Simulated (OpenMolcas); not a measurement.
Cu3+ (d8) in a complex was computed by CASSCF with the d shell active (OpenMolcas, ANO-RCC-VTZP on the metal). Its lowest spin-free states, and all those of the highest spin:

```csv
2S+1,Degeneracy,E (cm-1)
3,3,0.0
3,3,2540
3,1,8114
1,2,10475
1,3,13261
3,3,18257
1,1,19231
1,3,20140
1,3,20775
1,2,25739
1,1,37477
```

**Question.** Is the site octahedral, tetrahedral or cube-like, axial, or of lower symmetry?

**Answer.** The states with 2S+1 = 3 have orbital degeneracies 3, 3, 1, 3. Threefold states need a cubic site. For d8 at this spin an octahedron puts the single A2 below the threefold T2 and a tetrahedron or cube puts the threefold T1 below the threefold T2, so the site is a tetrahedron or a cube, which this pattern cannot tell apart. The run had Cu3+ with 4 ligands (bromide) in tetrahedral coordination (Td) at 2.46 Å. A charge of +0.25 e stands 3.2 Å behind each ligand. Ligand basis ANO-RCC-VDZP.

An orbital triplet at a regular site is open to Jahn-Teller coupling, which can distort the site and quench the lowest spin-orbit gaps and is left out. Without dynamic correlation the repulsion within the d shell is too large (B by tens of per cent), so at a given field states of lower spin stand too high. The least metal-like active orbital is 78 % on the metal (Löwdin) and no ligand orbital is active, so the numbers are rough. Ligand-to-metal charge-transfer states are missing. This ion would oxidise such ligands; the complex is a model and need not exist. With no ligand orbital active B as a rule stays too high, so bands that hang on it stand too high and its fall with covalency is understated. With metal d orbitals alone and no dynamic correlation the field as a rule comes out too small, by tens of per cent, by up to half for chloride and softer ligands, and with too little covalency χT stands high. The distance lies 6 % over the 2.32 Å that this model takes as the normal distance (a Shannon-type radius plus a fixed donor radius); by an R⁻⁵ law this alone changes a d-shell field by about -25 %. No measured value stands beside these numbers; the geometry is a model, was not optimised and need not be the one that this ion takes.
